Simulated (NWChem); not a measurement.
Molecule: CHBrF$_{2}$; SMILES BrC(F)F

Computed with NWChem. Pople sets run with spherical d functions. Geometry: optimised at PBE0/def2-SVP. B3LYP is NWChem's, with the RPA form of VWN correlation.

Task: Among these, which level gives the highest value of “highest occupied level (eV)”?
(A) B3LYP/def2-TZVP
(B) B3LYP/STO-3G
(C) B3LYP/aug-cc-pVTZ
(D) B3LYP/def2-SVP

Result: B, B3LYP/STO-3G. Values: B3LYP/aug-cc-pVTZ -8.58; B3LYP/def2-TZVP -8.54; B3LYP/def2-SVP -8.30; B3LYP/STO-3G -5.03
